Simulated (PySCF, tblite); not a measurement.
Isomers of C5H12GeSi. Method: GFN2-xTB as coded in tblite; computed harmonic values from a numerical Hessian at the method's own geometry, unscaled. Against measured fundamentals such values can be off by several per cent, at times by over 20. Modes of hydrogen on germanium and silicon can be 10 to 20 % off. One conformer each.

Electronic energies: PBE0-D3(BJ)/def2-SVP at its own geometries (PySCF, gas phase).

| SMILES | electronic energy, lowest = 0 (kJ/mol) |
| --- | --- |
| [SiH3][CH2][GeH]1[CH2]C=C[CH2]1 | 0.0 |
| CC[CH2][GeH2][C]#C[SiH3] | 140.5 |
| [SiH3]CC1=C[CH2][GeH2][CH2]1 | 16.3 |
| CC(C)[SiH2]C#[C][GeH3] | 130.9 |
| CC[Si@H](C)C#[C][GeH3] | 89.5 |
| C[CH](C)[GeH2][C]#C[SiH3] | 141.9 |
| [SiH3]C[C@@H]1C=C[CH2][GeH2]1 | 38.5 |

How do GFN2-xTB zero-point energies change the relative energies?

| SMILES | ZPE (kJ/mol) | of it from modes above 1550 cm⁻¹ | electronic (kJ/mol) | with ZPE, lowest = 0 (kJ/mol) | lowest mode (cm⁻¹) | rings |
| --- | --- | --- | --- | --- | --- | --- |
| [SiH3][CH2][GeH]1[CH2]C=C[CH2]1 | 373.9 | 204.4 | 0.0 | 0.0 | 33 | 1 |
| [SiH3]CC1=C[CH2][GeH2][CH2]1 | 370.8 | 198.6 | 16.3 | 13.1 | 33 | 1 |
| [SiH3]C[C@@H]1C=C[CH2][GeH2]1 | 370.7 | 198.0 | 38.5 | 35.3 | 39 | 1 |
| CC[Si@H](C)C#[C][GeH3] | 372.3 | 207.6 | 89.5 | 87.9 | 16 | 0 |
| CC(C)[SiH2]C#[C][GeH3] | 369.3 | 202.4 | 130.9 | 126.3 | 12 | 0 |
| CC[CH2][GeH2][C]#C[SiH3] | 367.4 | 202.2 | 140.5 | 134.0 | 17 | 0 |
| C[CH](C)[GeH2][C]#C[SiH3] | 366.4 | 202.3 | 141.9 | 134.4 | 10 | 0 |

The zero-point energies span 7.5 kJ/mol, from `C[CH](C)[GeH2][C]#C[SiH3]` to `[SiH3][CH2][GeH]1[CH2]C=C[CH2]1`. The order is unchanged.

And how do the electronic energies of GFN2-xTB itself compare?

`[SiH3][CH2][GeH]1[CH2]C=C[CH2]1` 35.3; `[SiH3]CC1=C[CH2][GeH2][CH2]1` 0.0; `[SiH3]C[C@@H]1C=C[CH2][GeH2]1` 24.5; `CC[Si@H](C)C#[C][GeH3]` 140.0; `CC(C)[SiH2]C#[C][GeH3]` 118.2; `CC[CH2][GeH2][C]#C[SiH3]` 110.1; `C[CH](C)[GeH2][C]#C[SiH3]` 112.9 kJ/mol, lowest = 0. Against the energies above, taken from the same isomer `[SiH3][CH2][GeH]1[CH2]C=C[CH2]1`, the largest difference is 65.7 kJ/mol. The two levels were optimised apart and needn't hold the same conformer.

What do entropy and thermal enthalpy add at 298.15 K and 1 bar (rigid rotor, harmonic oscillator, one conformer each)?

| SMILES | point group | symmetry number | S (J/(mol K)) | H − H(0) (kJ/mol) | ZPE + H − H(0) − TS (kJ/mol) |
| --- | --- | --- | --- | --- | --- |
| [SiH3][CH2][GeH]1[CH2]C=C[CH2]1 | C1 | 1 | 430.6 | 30.07 | 275.6 |
| [SiH3]CC1=C[CH2][GeH2][CH2]1 | C1 | 1 | 420.7 | 29.01 | 274.3 |
| [SiH3]C[C@@H]1C=C[CH2][GeH2]1 | C1 | 1 | 414.8 | 28.78 | 275.8 |

Not tabulated: `CC[Si@H](C)C#[C][GeH3]` (lowest mode only 16 cm⁻¹); `CC(C)[SiH2]C#[C][GeH3]` (lowest mode only 12 cm⁻¹); `CC[CH2][GeH2][C]#C[SiH3]` (lowest mode only 17 cm⁻¹); `C[CH](C)[GeH2][C]#C[SiH3]` (lowest mode only 10 cm⁻¹).
